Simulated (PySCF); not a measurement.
Compound: GeICl3.
Bonds: Ge1–I2, Ge1–Cl3, Ge1–Cl4, Ge1–Cl5.

Method: PBE0-D3(BJ)/def2-SVP geometry optimisation, gas phase, def2 core potentials past Kr in PySCF; density fitting, grid level 1; the optimiser is geomeTRIC in internal coordinates, started from a GFN2-xTB structure with every atom displaced at random (about 0.03 Å).

Step 0: E = -102153.8376 eV
```
atom  x, y, z in Å  |  force x, y, z in eV/Å
Ge1     0.0604   -0.0766   -0.0717   -2.450   0.856   0.959
I2     -0.0159   -0.0320    2.4380    0.058  -0.088  -0.309
Cl3     1.9425    0.0012   -0.8138    2.230  -0.127  -0.770
Cl4    -0.9032    1.7477   -0.7826    0.149  -0.543   0.174
Cl5    -1.0090   -1.7509   -0.8321    0.014  -0.097  -0.053
```

Step 1: E = -102153.9812 eV
```
atom  x, y, z in Å  |  force x, y, z in eV/Å
Ge1     0.0389   -0.0422   -0.0652   -0.717   0.364   0.118
I2     -0.0147   -0.0417    2.4098    0.052  -0.036   0.094
Cl3     2.0022   -0.0284   -0.8114    0.528  -0.063  -0.166
Cl4    -0.9409    1.7381   -0.7750    0.105  -0.218   0.024
Cl5    -1.0106   -1.7362   -0.8203    0.033  -0.046  -0.070
```

Question: Estimate the geometry and energy of step 2. (The exact step hangs on the optimiser's Hessian estimate; all steps are aligned on step 1, rigid shifts and turns removed.)

Answer: E = -102153.9975 eV, largest force 0.157 eV/Å
```
atom  x, y, z in Å  |  force x, y, z in eV/Å
Ge1     0.0200   -0.0238   -0.0605   -0.114   0.020   0.106
I2     -0.0007   -0.0475    2.4270    0.017  -0.009  -0.075
Cl3     2.0119   -0.0423   -0.8083    0.062  -0.003   0.008
Cl4    -0.9515    1.7323   -0.7886    0.011  -0.014  -0.020
Cl5    -1.0048   -1.7293   -0.8317    0.024   0.005  -0.019
```

The energy changes by -0.0163 eV. The first-order estimate −F·Δx gives -0.0293 eV and the mean of the old and new forces, exact on a quadratic surface, -0.0163 eV. The step makes an angle of 51° with the force vector and moves no atom by more than 0.027 Å.

What follows is the cost of the whole optimisation. On one thread, AMD EPYC (x86_64), on a shared host, this took 2.1 min wall and 0.47 GiB of memory at its peak.
